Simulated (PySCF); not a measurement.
Si(Me)2(OMe)2, SMILES C[Si](OC)(OC)C at its GFN2-xTB optimised geometry (Å):

```
19

C     -1.0624     1.3200     0.9475
O     -1.2835     0.3166     0.0000
Si    -0.7311    -1.2271     0.0000
C     -1.4198    -2.2693     1.4266
C      1.1801    -1.2271     0.0000
O     -1.3779    -1.9088    -1.3237
C     -1.3161    -1.4641    -2.6496
H     -1.5855     2.2166     0.6124
H      0.0036     1.5392     1.0432
H     -1.4482     1.0229     1.9254
H     -1.0381    -1.9200     2.3810
H     -1.1469    -3.3133     1.3269
H     -2.5031    -2.2152     1.4629
H      1.5737    -0.5550    -0.7593
H      1.5775    -2.2166    -0.2034
H      1.5855    -0.9082     0.9561
H     -2.0011    -2.0762    -3.2373
H     -1.6107    -0.4160    -2.7210
H     -0.3033    -1.5756    -3.0444
```

Calculation: PBE0/def2-SVP (PySCF). Cells within 0.4 Å of a nucleus heavier than hydrogen are left out (blank, or x).

Map of the electron localisation function on the plane z = 0.0 Å:

```
|00000000000000000000000000000|
|00000000000000000000000000000|
|00000000000000000000000000000|
|00000001342000000000000000000|
|00000027998400000000000000000|
|00000179999710000000000000000|
|00000399999820000000000000000|
|00000289999720123100000000000|
|00000025887521355200000000000|
|00000000133211243000000000000|
|00000000013321010000000000000|
|00000012567741000000000000000|
|0000014788x773000000000000000|
|000002689xxx85100011100000000|
|0000025788x885101244310000000|
|00000035788864234566521000000|
|00000001353000587567631000000|
|00000000110xx2398xx4531000000|
|00000000111xx6298xx2531000000|
|000000001205x14983x7752000000|
|00000000122000577899984100000|
|00000000012211235899997200000|
|00000000001110003899998300000|
|00000000000000001799997200000|
|00000000000000000389984000000|
|00000000000000000035520000000|
|00000000000000000000000000000|
|00000000000000000000000000000|
|00000000000000000000000000000|
```
Scale: ten equal steps from 0.000 (start of '0') to 0.998 (end of '9'), in the order '0123456789'; x runs from -4.50 to 4.50, y from -4.50 (bottom) to 4.50 (top).
